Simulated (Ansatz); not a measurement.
Several settings on one geometry of the cluster Ba2S2 (the lowest singlet isomer of a short search) (that of the charge 0 singlet, r2SCAN-D4/def2-SVP). Ansatz on 4 threads of Arm Neoverse V1 on a shared host; times are rough.

```csv
atom,x (Å),y (Å),z (Å)
Ba1,1.687,-0.857,-0.697
Ba2,-1.679,0.867,0.703
S3,-0.102,1.105,-1.606
S4,0.094,-1.115,1.599
```

Totals from different functionals, basis sets or treatments of relativity can't be compared as stabilities.

In the def2 sets Ba takes a core potential; there is no spin–orbit coupling.

The spins typed aren't always the lowest for that charge.

(1) Give the basis size and estimate the energy, ⟨S²⟩ and time of these runs.

```tsv
run	method	charge	state	further keys
1	RKS revPBE/def2-mTZVPP	0	singlet	scf: {lower_state_search: off}
2	RKS r2SCAN50-D3(BJ)/def2-SVPD	0	singlet	forces asked
3	UKS CAM-B3LYP-D4/def2-TZVP	0	triplet	point_charges: [{charge: -1.00, position_ang: [4.512, -0.859, 0.062]}]; scf: {omitted_lower_state_checks: [starts]}
```

Answers

(1) 
| run | functions | energy (Eh) | ⟨S²⟩ | wall time |
| --- | --- | --- | --- | --- |
| 1 | 120 | -847.5245 | – | 0.9 s |
| 2 | 120 | -847.1358 | – | 6.5 s |
| 3 | 154 | -847.5392 | 2.01 | 23 s |
